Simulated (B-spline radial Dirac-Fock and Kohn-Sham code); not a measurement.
ΔSCF core binding energies without Breit or QED terms, calculated with an atomic code on a B-spline grid.

A sound run for Er³⁺, [Xe] 4f11: The ground state converged in 11 iterations, with total energy -13090.87577 Ha, virial ratio 1.90632 and highest orbital energy -46.67 eV. ΔSCF binding energies: K (1s) 57782.3 eV, L3 (2p3/2) 8415.0 eV, M5 (3d5/2) 1449.8 eV.

A second run, with one unsound setting: The ground state had not converged after 5 iterations, with total energy -13090.87103 Ha, virial ratio 1.90586 and highest orbital energy -45.87 eV. ΔSCF binding energies: K (1s) 57782.3 eV, L3 (2p3/2) 8415.0 eV, M5 (3d5/2) 1449.9 eV (not all states converged, so these are not final).

```
iter   energy (Ha)        error
   1   -13066.10436730  2.16e+00
   2   -13070.78424339  1.21e+00
   3   -13090.34431104  2.51e-01
   4   -13090.80114094  7.76e-02
   5   -13090.87102578  2.55e-02
```

Q: Which fault fits the second run best?
A. box too small
B. mesh too coarse
C. too few iterations
D. too few quadrature points

A: C. The input had maxit = 5: maxit ends the run before self-consistency.
